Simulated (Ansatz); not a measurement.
Consider the substitution at a C–Si bond: `N[SiH2]CF` + `[SiH3]S` → `FCS[SiH3]` + `N[SiH3]`.

Program: Ansatz. Geometries: PBE0-D4/def2-TZVP. ΔE: electronic, gas phase. CCSD(T)/CBS adds triple-zeta CCSD(T) − MP2 to the extrapolated MP2 energy (def2 sets, frozen cores). This one scheme is used for every species. DFT in def2-TZVPP. HSE06 is defined as in plane-wave codes. Each species was taken in one conformer, which may not be the lowest.

(1) Is it downhill or uphill in electronic energy at CCSD(T)/CBS, and by how much? (An estimate is asked.)

(2) What do these levels give: BLYP-D4, PBE0-D4, BLYP, r2SCAN0, HSE06, CAM-B3LYP, LC-ωPBE, HF/def2-SVP, MP2/def2-SVP, CCSD(T)/def2-SVP, CCSD(T)/def2-TZVPP, HF/CBS(def2)? (An estimate is asked.)

Largest T1 diagnostic among the species: 0.012.

Answers

(1) Ansatz gave: Uphill: ΔE = +29.4 kJ/mol.

(2) The calculation gave: BLYP-D4 26.2, PBE0-D4 27.5, BLYP 28.2, r2SCAN0 29.3, HSE06 28.1, CAM-B3LYP 31.2, LC-ωPBE 31.8, HF/def2-SVP 34.0, MP2/def2-SVP 25.0, CCSD(T)/def2-SVP 26.0, CCSD(T)/def2-TZVPP 29.7, HF/CBS(def2) 31.9 kJ/mol.

From BLYP to BHLYP (50 % exact exchange), in def2-TZVPP and without D4, ΔE moves by +3.3 kJ/mol. At CCSD(T), def2-SVP lies −3.5 kJ/mol from the extrapolated value and def2-TZVPP +0.2 kJ/mol.
